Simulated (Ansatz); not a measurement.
Consider the cleavage of the Al–Si bond: `[CH3][AlH][SiH2][SeH]` + `[SH][GeH3]` → `[CH3][AlH][S][GeH3]` + `[SiH3][SeH]`.

Computed with Ansatz on PBE0-D4/def2-TZVP structures; ΔE is electronic, products minus reactants. CCSD(T)/CBS is the MP2 limit (def2-TZVPP, def2-QZVPP) plus CCSD(T) − MP2 in def2-TZVPP, frozen cores. DFT in def2-TZVPP. B3LYP here is the variant with VWN-RPA as its local correlation; programs differ in this. For Ge, Se outer-core shells are correlated without core-valence functions, which leaves a few kJ/mol of doubt a bond. Scalar relativity is left out up to krypton. Each species was taken in one conformer, which may not be the lowest.

```csv
level,ΔE (kJ/mol),difference from CCSD(T)/CBS
PBE-D4,-109.2,15.2
B97M-V,-122.4,2.0
B3LYP-D4,-120.5,3.9
B2PLYP,-122.9,1.5
BHLYP,-122.6,1.8
LC-ωPBE,-116.1,8.3
HF/def2-TZVPP,-127.5,-3.1
MP2/def2-TZVPP,-133.3,-8.9
HF/def2-QZVPP,-127.0,-2.6
CCSD/CBS(def2),-123.7,0.7
CCSD(T)/CBS,-124.4,0
```

Largest T1 diagnostic among the species: 0.011.

The D4 term adds −4.9 kJ/mol with B3LYP and −2.6 kJ/mol with PBE0; it sums over pairs of atoms, weighted by their polarisabilities, and B3LYP, whose exchange is more repulsive, gets the larger term. From BLYP to BHLYP (50 % exact exchange), in def2-TZVPP and without D4, ΔE moves by −11.7 kJ/mol. Leaving LDA and LC-ωPBE aside and taking each functional with its dispersion term where it has one, the values, not all of them listed here, spread over 17.5 kJ/mol, from ωB97M-V to PBE-D4. LDA lies −4.7 kJ/mol from PBE without D4.
